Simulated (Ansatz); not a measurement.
`[OH][Al]([SH])[AlH][F]`, relaxed with RKS PBE-D4/def2-SVP in Ansatz from a rough embedded geometry. The force threshold is 0.03 eV/Å; the program also tests the step.

The species carries charge 0 and has multiplicity 1.

Start:

```xyz
8

O     0.531   -0.272   -2.208
Al   -0.087   -0.476   -0.521
S    -1.966   -1.668   -0.108
Al    1.183    0.577    1.421
F     0.623    0.386    3.045
H     0.004    0.561   -2.554
H    -2.772   -0.543   -0.153
H     2.483    1.435    1.077
```

```json
{"step": "1", "energy (eV)": "-28817.4764", "largest force (eV/Å)": "2.075", "largest move (Å)": "0.000"}
{"step": "2", "energy (eV)": "-28817.6285", "largest force (eV/Å)": "2.165", "largest move (Å)": "0.193"}
{"step": "3", "energy (eV)": "-28817.6753", "largest force (eV/Å)": "2.694", "largest move (Å)": "0.190"}
{"step": "4", "energy (eV)": "-28817.9955", "largest force (eV/Å)": "0.592", "largest move (Å)": "0.200"}
{"step": "5", "energy (eV)": "-28818.0537", "largest force (eV/Å)": "0.367", "largest move (Å)": "0.154"}
{"step": "6", "energy (eV)": "-28818.1243", "largest force (eV/Å)": "0.278", "largest move (Å)": "0.200"}
{"step": "7", "energy (eV)": "-28818.1502", "largest force (eV/Å)": "0.751", "largest move (Å)": "0.195"}
{"step": "8", "energy (eV)": "-28818.2190", "largest force (eV/Å)": "0.284", "largest move (Å)": "0.200"}
{"step": "9", "energy (eV)": "-28818.2367", "largest force (eV/Å)": "0.718", "largest move (Å)": "0.195"}
{"step": "10", "energy (eV)": "-28818.2472", "largest force (eV/Å)": "0.955", "largest move (Å)": "0.191"}
{"step": "11", "energy (eV)": "-28818.2718", "largest force (eV/Å)": "0.196", "largest move (Å)": "0.048"}
{"step": "12 (rejected)", "energy (eV)": "-28818.2699", "largest force (eV/Å)": "0.376", "largest move (Å)": "0.127"}
{"step": "13", "energy (eV)": "-28818.2770", "largest force (eV/Å)": "0.067", "largest move (Å)": "0.052"}
{"step": "14", "energy (eV)": "-28818.2803", "largest force (eV/Å)": "0.062", "largest move (Å)": "0.091"}
{"step": "15", "energy (eV)": "-28818.2808", "largest force (eV/Å)": "0.083", "largest move (Å)": "0.041"}
{"step": "16", "energy (eV)": "-28818.2812", "largest force (eV/Å)": "0.072", "largest move (Å)": "0.022"}
{"step": "17", "energy (eV)": "-28818.2813", "largest force (eV/Å)": "0.050", "largest move (Å)": "0.020"}
{"step": "18", "energy (eV)": "-28818.2816", "largest force (eV/Å)": "0.013", "largest move (Å)": "0.013"}
```

End:

```xyz
8

O     0.501    0.055   -2.278
Al   -0.186   -0.144   -0.712
S    -2.183   -1.070   -0.482
Al    1.106    0.639    1.361
F     0.266    0.312    2.792
H     0.084   -0.217   -3.111
H    -2.106   -0.938    0.875
H     2.519    1.363    1.555
```

Run time 34 s (2 threads of an Arm Neoverse V2 on a shared host); peak host memory 0.15 GiB.
